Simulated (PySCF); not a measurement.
# Assigning NMR signals

Molfile (atoms numbered from 1):
```
C8H13OP
     RDKit          3D

 23 23  0  0  0  0  0  0  0  0999 V2000
    4.3269   -0.0568   -0.2106 C   0  0  0  0  0  0  0  0  0  0  0  0
    3.1733    0.2480   -0.0723 C   0  0  0  0  0  0  0  0  0  0  0  0
    1.4993    0.8001    0.1574 P   0  0  2  0  0  5  0  0  0  0  0  0
    1.3706    2.2051    0.5564 O   0  0  0  0  0  0  0  0  0  0  0  0
    0.7706   -0.4012    1.3340 C   0  0  0  0  0  0  0  0  0  0  0  0
   -0.7392   -0.1902    1.2953 C   0  0  0  0  0  0  0  0  0  0  0  0
   -1.3428   -0.4977   -0.0788 C   0  0  1  0  0  0  0  0  0  0  0  0
   -2.8680   -0.4507    0.0022 C   0  0  0  0  0  0  0  0  0  0  0  0
   -0.8480    0.4903   -1.1399 C   0  0  0  0  0  0  0  0  0  0  0  0
    0.6483    0.3656   -1.4063 C   0  0  0  0  0  0  0  0  0  0  0  0
    5.3314   -0.3423   -0.3370 H   0  0  0  0  0  0  0  0  0  0  0  0
    1.1661   -0.1890    2.3304 H   0  0  0  0  0  0  0  0  0  0  0  0
    1.0388   -1.4214    1.0572 H   0  0  0  0  0  0  0  0  0  0  0  0
   -0.9514    0.8515    1.5520 H   0  0  0  0  0  0  0  0  0  0  0  0
   -1.2158   -0.8243    2.0482 H   0  0  0  0  0  0  0  0  0  0  0  0
   -1.0413   -1.5104   -0.3753 H   0  0  0  0  0  0  0  0  0  0  0  0
   -3.3119   -0.6916   -0.9609 H   0  0  0  0  0  0  0  0  0  0  0  0
   -3.2004    0.5427    0.2946 H   0  0  0  0  0  0  0  0  0  0  0  0
   -3.2362   -1.1652    0.7346 H   0  0  0  0  0  0  0  0  0  0  0  0
   -1.3987    0.3262   -2.0704 H   0  0  0  0  0  0  0  0  0  0  0  0
   -1.0574    1.5092   -0.8023 H   0  0  0  0  0  0  0  0  0  0  0  0
    0.9159   -0.6437   -1.7213 H   0  0  0  0  0  0  0  0  0  0  0  0
    0.9651    1.0726   -2.1772 H   0  0  0  0  0  0  0  0  0  0  0  0
  1  2  3  0
  3  2  1  6
  3  4  2  0
  3  5  1  0
  5  6  1  0
  6  7  1  0
  7  8  1  0
  7  9  1  0
  9 10  1  0
 10  3  1  0
  1 11  1  0
  5 12  1  0
  5 13  1  0
  6 14  1  0
  6 15  1  0
  7 16  1  6
  8 17  1  0
  8 18  1  0
  8 19  1  0
  9 20  1  0
  9 21  1  0
 10 22  1  0
 10 23  1  0
M  END
```

Level of theory: shieldings: GIAO PBE0/pcSseg-1, geometry: GFN2-xTB, in PySCF (equivalent nuclei averaged, single conformer, no relativistic terms, no solvent).

δ = σ(ref) − σ, references computed at the same level: ¹³C, ¹H vs TMS.

Question: Assign these signals to the numbered atoms. ¹³C{¹H} NMR (computed): δ 96.0 (CH), 86.6 (C), 38.2 (CH), 36.6 (CH2), 32.0 (CH2), 25.6 (CH3).

Answer: 
| δ (ppm) | atoms | environment | reason |
| --- | --- | --- | --- |
| 96.0 | C1 | terminal alkyne carbon | sp carbons lie upfield of alkene carbons because the cylindrical π system leaves one tensor component strongly shielded |
| 86.6 | C2 | alkyne carbon | the triple bond shields along its axis, which puts it between sp3 and sp2 carbons |
| 38.2 | C7 | sp3 CH in a ring | saturated and bonded to C and H only |
| 36.6 | C5/C10 | sp3 CH2 bonded to P | – |
| 32.0 | C6/C9 | sp3 CH2 in a ring | a saturated carbon with 2 carbon neighbours and no heteroatom attached |
| 25.6 | C8 | methyl carbon | a saturated carbon with 1 carbon neighbour and no heteroatom attached |

C7 and C5/C10 lie closer than the usual error of such a calculation, so a measured spectrum could show them in the other order.

Question: Assign these signals to the numbered atoms. ¹H NMR (600 MHz, computed): δ 2.26 (m, 1H), 2.18 (m, 2H), 1.80 (m, 2H), 1.76 (m, 2H), 1.45 (m, 2H), 1.11 (m, 1H), 1.00 (m, 3H).

Answer: 
2.26 → H11, hydrogen on a terminal alkyne carbon: it lies on the axis of the triple bond, in its shielding cone
2.18 → H12/H23, hydrogen on an sp3 CH2 bonded to P
1.80 → H14/H21, hydrogen on an sp3 CH2 in a ring
1.76 → H15/H20, hydrogen on an sp3 CH2 in a ring
1.45 → H13/H22, hydrogen on an sp3 CH2 bonded to P
1.11 → H16, hydrogen on an sp3 CH in a ring: far from electronegative atoms and π systems
1.00 → H17/H18/H19, hydrogen on a methyl carbon: far from electronegative atoms and π systems

H11 and H12/H23; H14/H21 and H15/H20; H16 and H17/H18/H19 lie closer than the usual error of such a calculation, so a measured spectrum could show them in the other order.

Splittings by ³¹P in the carbon and heteronuclear signals aren't shown, as no couplings were computed. Shifts are as computed. Against solution values, carbons near 30 ppm lie about +3 ppm off and those near 130 ppm about +5 ppm. Of 1211 compounds with measured shifts, 218 miss one by over three times the rms of a fit or turn the order of signals round; such compounds aren't used in these exercises. Multiplicities follow the n + 1 count of equivalent neighbours, as no J values were calculated; m marks all less simple cases, F and P coupling included.
